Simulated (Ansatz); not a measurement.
A run for Ansatz (a program for electronic structure): R-SVWN5/def2-TZVPPD on GeH6Se (a complex). Files ending in .json are basis or fitting sets from the Basis Set Exchange.

Ansatz 0.2 input:
```yaml
crystal:
  periodic: [false, false, false]
  atoms:
    - {symbol: Ge, position_ang: [0.11057783, 0.05083799, -0.08422467]}
    - {symbol: H, position_ang: [-1.40387662, 0.02942135, 0.15658022]}
    - {symbol: H, position_ang: [0.39073553, 0.12046956, -1.59506055]}
    - {symbol: H, position_ang: [0.74358985, -1.22941606, 0.48266219]}
    - {symbol: H, position_ang: [0.73231329, 1.27433504, 0.60332693]}
    - {symbol: Se, position_ang: [-0.09864504, -0.71972052, 3.79421384]}
    - {symbol: H, position_ang: [-0.30141770, 0.29103792, 4.84337638]}
    - {symbol: H, position_ang: [1.26047030, -0.22547291, 3.53184770]}
basis:
  gaussian:
    orbitals: def2-TZVPPD.json
hamiltonian:
  xc: {name: SVWN5}
scf: {lower_state_search: off}
```

The head of its log:

```
Functional definition: SVWN5
[...]
these checks for a lower state are left out or cut short: stability, starts, cluster_reference, orbital_swaps, neighbouring_geometries, increment
integrals: 0.14 GiB planned
1150 factors; their error is unknown
mean field: 0.87 GiB planned
mean field evaluation 1: about -121783.3586 eV, gradient 3.2e1 eV
mean field evaluation 2: about -121784.0593 eV, gradient 3.2e1 eV
```

Task: Predict the final total energy.

Result: -4475.5110 hartree.
